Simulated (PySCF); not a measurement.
Mapped SMILES: `[CH2:1]=[C:2]([F:3])/[CH:4]=[CH:5]\[SiH2:6][C:7]#[N:8]` (H(Xn): hydrogen on atom n). Ha(C1) is cis to F3; Hb(C1) is trans to F3.

Theoretical values (PySCF): GFN2-xTB geometry, NMR shieldings at PBE0/pcSseg-1/GIAO. Non-relativistic Hamiltonian, a single conformation, fast rotation and ring inversion assumed for equivalent nuclei, no solvent model.

Task: List the cross peaks expected in HSQC, COSY and HMBC spectra.

Result: 

HSQC (one-bond C–H):
```tsv
δH	δC
6.96 (H(C4))	148.1 (C4)
6.31 (H(C5))	130.6 (C5)
5.36 (Ha(C1))	106.4 (C1)
4.97 (Hb(C1))	106.4 (C1)
```

COSY cross peaks (H two or three bonds apart, from the bond graph; peaks can be absent where the dihedral angle is near 90°):
```tsv
δH	δH
6.96 (H(C4))	6.31 (H(C5))
6.31 (H(C5))	4.82 (H(Si6))
5.36 (Ha(C1))	4.97 (Hb(C1))
```

HMBC (two and three bonds, from the bond graph):
```tsv
δH	δC
6.96 (H(C4))	175.0 (C2), 130.6 (C5), 106.4 (C1)
6.31 (H(C5))	175.0 (C2), 148.1 (C4), 125.8 (C7)
5.36 (Ha(C1))	175.0 (C2), 148.1 (C4)
4.97 (Hb(C1))	175.0 (C2), 148.1 (C4)
4.82 (H(Si6))	148.1 (C4), 130.6 (C5), 125.8 (C7)
```

Referencing at the same level of theory: ¹H (σref 31.72), ¹³C (σref 186.93) against TMS.

Short H···H contacts in this conformer between protons four or more bonds apart (candidates for NOE cross peaks, intensity ∝ r⁻⁶): Hb(C1)···H(C4) 2.50 Å.

Shifts are as computed. Against solution values, carbons near 30 ppm lie about +3 ppm off and those near 130 ppm about +5 ppm. Of 1211 compounds with measured shifts, 218 miss one by over three times the rms of a fit or turn the order of signals round; such compounds aren't used in these exercises.
